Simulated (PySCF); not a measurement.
C₃H₈N₂Si, SMILES C1[Si@](N)(C)C=N1. Atoms are numbered in the order given.

```xyz
14

C      1.9278    -0.6831     0.1244
Si     0.2993     0.2371     0.0419
N      0.6619     1.9179     0.0964
C     -1.1108    -0.5892     1.0040
N     -1.7371    -1.0132    -0.0374
C     -1.0041    -0.4262    -1.1859
H      1.7585    -1.7677     0.0540
H      2.5896    -0.3812    -0.7026
H      2.4510    -0.4832     1.0731
H     -0.0550     2.6324     0.1091
H      1.5506     2.2654     0.4345
H     -1.4674    -0.8548     2.0112
H     -0.7339    -1.1897    -1.9346
H     -1.6358     0.3176    -1.6994
```
Charge 0, spin multiplicity 1.

The structure is a stationary point at PBE0-D3(BJ)/def2-SVP. The structure was generated by enumeration; whether it is a known compound was not checked. One conformer was computed; it need not be the lowest.

Method: PBE/pcSseg-1 (PySCF).

GIAO shieldings, no solvent; atoms listed in one row are averaged. δ = σ(ref) − σ: ¹³C against TMS (σ = 182.0 ppm); ²⁹Si against TMS (σ = 335.4 ppm); ¹⁵N against NH3 (σ = 267.0 ppm); ¹H against TMS (σ = 31.49 ppm), references at their B3LYP-D3(BJ)/def2-TZVP geometries, non-relativistic.

Problem. Estimate the chemical shifts. (Estimate from the structure and the level; the computed values follow.)

Solution. 
```json
[
 {"nucleus": "¹³C", "atoms": "C4", "count": "1", "δ (ppm)": "204.1"},
 {"nucleus": "¹³C", "atoms": "C6", "count": "1", "δ (ppm)": "67.1"},
 {"nucleus": "¹³C", "atoms": "C1", "count": "1", "δ (ppm)": "-1.4"},
 {"nucleus": "²⁹Si", "atoms": "Si2", "count": "1", "δ (ppm)": "1.0"},
 {"nucleus": "¹⁵N", "atoms": "N5", "count": "1", "δ (ppm)": "497.6"},
 {"nucleus": "¹⁵N", "atoms": "N3", "count": "1", "δ (ppm)": "42.7"},
 {"nucleus": "¹H", "atoms": "H12", "count": "1", "δ (ppm)": "8.96"},
 {"nucleus": "¹H", "atoms": "H14", "count": "1", "δ (ppm)": "4.31"},
 {"nucleus": "¹H", "atoms": "H13", "count": "1", "δ (ppm)": "4.19"},
 {"nucleus": "¹H", "atoms": "H10, H11", "count": "2", "δ (ppm)": "1.38"},
 {"nucleus": "¹H", "atoms": "H7, H8, H9", "count": "3", "δ (ppm)": "0.51"}
]
```
